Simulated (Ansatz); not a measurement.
**Calibrating PBE0-D4/def2-TZVPP on Al-containing molecules**

The atomisation energy (no zero-point term) in kJ/mol of 6 Al-containing molecules: x at PBE0-D4/def2-TZVPP, y at CCSD(T)/CBS estimate. Shapes, held fixed at every level: PBE0-D4/def2-TZVP. Flexible molecules stand in one conformer, not always the lowest. Programs: Ansatz 0.2.0.

| molecule | x (kJ/mol) | y (kJ/mol) |
| --- | --- | --- |
| AlH(CH3)2(SH2) | 4246 | 4267 |
| C2H10AlN (SMILES C[NH+](C)[AlH3-]) | 4663 | 4687 |
| C2H8Al2Cl2 (SMILES [CH3][AlH-]1[Cl+][AlH-]([CH3])[Cl+]1) | 4752 | ? |
| AlH(CH3)2(NH3) | 4786 | 4812 |
| C4H7AlO3 (SMILES [CH3][Al-]1([OH])[O]C=CC=[O+]1) | 6543 | 6521 |
| C7H17AlO2 (SMILES C[O][Al-]([CH3])([CH3])[O+]1CCCC1) | 10673 | 10643 |

Task: Fit y = c + s·x to the known rows and predict y for C2H8Al2Cl2.

Result: 
1. Means of the 5 rows: x = 6182.20, y = 6186.0.
2. Σ(Δx)² = 28303675, Σ(Δx·Δy) = 28047591, so the slope is 28047591/28303675 = 0.99095.
3. Intercept: 6186.0 − (0.99095) × 6182.20 = 59.7. The largest residual of the fit is 23.
4. C2H8Al2Cl2: 59.7 + 0.99095 × 4752 = 4769 kJ/mol.

CCSD(T)/CBS estimate gives 4777 kJ/mol, so the prediction is off by -8 kJ/mol, within the largest residual. Uncorrected, PBE0-D4/def2-TZVPP misses C2H8Al2Cl2 by -25 kJ/mol, and the other rows by 25 on average. The line removes about 65 % of this miss. C7H17AlO2 lies far out in x and weighs most in the slope. Left out in turn, the other rows are missed by 26 kJ/mol on average, no better than no correction. The CBS estimate extrapolates MP2 from def2-TZVPP and def2-QZVPP and adds CCSD(T) − MP2 in the triple-zeta set, cores frozen.
